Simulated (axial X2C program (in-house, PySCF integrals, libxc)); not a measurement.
## Working with the constants of RhSi⁺

A bond curve at the PBE0 level, 2c, was computed with an axial X2C code built on PySCF integrals (basis Rh dyall-cv3z [12s12p8d5f3g], Si dyall-v3z [8s7p2d1f] (cores contracted in-house)) for the state Ω = 0 (closed shell). Its fit gives Re = 2.0151 Å, ωe = 555.6 cm⁻¹, ωexe = 1.8 cm⁻¹ and αe = 8.253e-04 cm⁻¹; the masses are 102.9055 and 27.9769 u. Two-component means X2C with spin–orbit coupling and atomic mean-field Coulomb and Gaunt terms.

(1) Find the reduced mass, Be and the force constant.

(2) Where do the fundamental and the first overtone lie?

(3) Give B0, the J = 1←0 line in GHz and the most populated J at 300 K (kT = 208.5 cm⁻¹).

(4) A Morse curve ties αe to the other constants (Pekeris). How well does that hold?

(5) Estimate the centrifugal constant by the Kratzer relation.

The state is one determinant whose occupation by symmetry is held fixed; it was picked as the lowest of a PBE0 search that is not exhaustive.

## Answers

(1) From the PBE0 values: μ = 21.9967 u. Be = 16.8576/(μ Re²) = 0.1887 cm⁻¹. k = 5.8918×10⁻⁷ μ ωe² = 4 mdyn/Å.

(2) ν(1←0) = ωe − 2ωexe = 552.0 cm⁻¹; ν(2←0) = 2ωe − 6ωexe = 1100.4 cm⁻¹.

(3) B0 = Be − αe/2 = 0.1883 cm⁻¹; 2B0 = 11.29 GHz; J(max) ≈ √(kT/2B0) − 1/2 = 23.0, so J = 23.

(4) αe(Morse) = 6Be²/ωe × (√(ωexe/Be) − 1) = 8.033e-04 cm⁻¹; the PBE0 curve gives 8.253e-04 cm⁻¹, a ratio of 0.97.

(5) D = 4Be³/ωe² = 8.71e-08 cm⁻¹.
